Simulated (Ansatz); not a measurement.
Program: Ansatz. Geometries: PBE0-D4/def2-TZVP. ΔE: electronic, gas phase. CCSD(T)/CBS adds triple-zeta CCSD(T) − MP2 to the extrapolated MP2 energy (def2 sets, frozen cores). This one scheme is used for every species. Functionals use def2-TZVPP. For Ge outer-core shells are correlated without core-valence functions, which leaves a few kJ/mol of doubt a bond. Scalar relativity is left out up to krypton. One conformer a species, not always the lowest.

`[CH3][Ge]([NH2])([F])[F]` + H₂ → `[CH3][GeH]([NH2])[F]` + H–F  (hydrogenolysis of a Ge–F bond)

`[CH3][Ge]([NH2])([F])[F]`:

Z-matrix (Å, degrees):
```
C
Ge 1 1.918
H 1 1.090 2 109.2
H 1 1.090 2 110.0 3 -119.6
H 1 1.090 2 109.7 3 120.1
N 2 1.805 1 116.3 3 -179.7
F 2 1.727 1 111.4 3 -59.6
F 2 1.738 1 108.3 3 52.8
H 6 1.010 2 115.9 1 -61.9
H 6 1.011 2 114.5 1 169.0
```

H₂:

Z-matrix (Å, degrees):
```
H
H 1 0.746
```

`[CH3][GeH]([NH2])[F]`:

Z-matrix (Å, degrees):
```
C
Ge 1 1.931
H 1 1.090 2 110.0
H 1 1.091 2 109.7 3 119.4
H 1 1.090 2 110.3 3 -120.6
N 2 1.817 1 110.4 3 -177.0
F 2 1.757 1 105.4 3 -57.5
H 2 1.534 1 117.1 3 58.4
H 6 1.010 2 115.9 1 52.1
H 6 1.010 2 115.8 1 -177.9
```

H–F:

```xyz
2

F     0.148   -0.431   -0.064
H    -0.148    0.431    0.064
```

```csv
level,ΔE (kJ/mol)
PBE,57.2
LC-ωPBE,58.6
MP2/def2-QZVPP,61.6
SCS-MP2/def2-QZVPP,62.9
```

Q: What does CCSD(T)/CBS give? (An estimate is asked.)

A: Computed: +57.4 kJ/mol. The listed levels differ from it by -0.2, 1.2, 4.2, 5.5 kJ/mol.

Largest T1 diagnostic among the species: 0.011.

Leaving LDA and LC-ωPBE aside and taking each functional with its dispersion term where it has one, the values, not all of them listed here, spread over 14.1 kJ/mol, from HSE06-D4 to r2SCAN-D4. LDA lies −3.6 kJ/mol from PBE without D4. From r2SCAN to r2SCAN0 (25 % exact exchange), in def2-TZVPP and without D4, ΔE moves by −5.8 kJ/mol.
